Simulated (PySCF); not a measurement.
**MOF across group 9**

Level: PBE0, basis family def2-TZVP, scalar-relativistic core potentials from Rb on and no relativity for lighter atoms.

Each entry is the lowest minimum that a search over a few typed start shapes (and spin states, where more than one is plausible) found, or that minimum re-optimised at the stated level; isomers with ligand–ligand bonds, or fragments after loss of a ligand pair, can lie lower. Open shells are unrestricted; no spin–orbit coupling; PySCF with density fitting.

```csv
molecule,2S+1,point group,mean bond to the central atom (Å),highest ω (cm⁻¹),atomisation (kJ/mol),gap (eV),dipole (D)
CoOF,5,C∞v,1.685,911,844,–,0.18
RhOF,3,Cs,1.755,1002,745,–,1.82
IrOF,?,?,?,?,?,?,?
```

Fill in the row of IrOF.

2S+1: 1; point group: C∞v; mean bond to the central atom (Å): 1.718; highest ω (cm⁻¹): 1139; atomisation (kJ/mol): 923; gap (eV): 3.33; dipole (D): 0.13.

Spin–orbit coupling can matter for IrOF.

Left out of the table are members whose search was unfinished or whose lowest solution was spin-contaminated, unstable, very soft or bonded differently.

Open d and f shells are single-determinant solutions and may miss the true ground state.
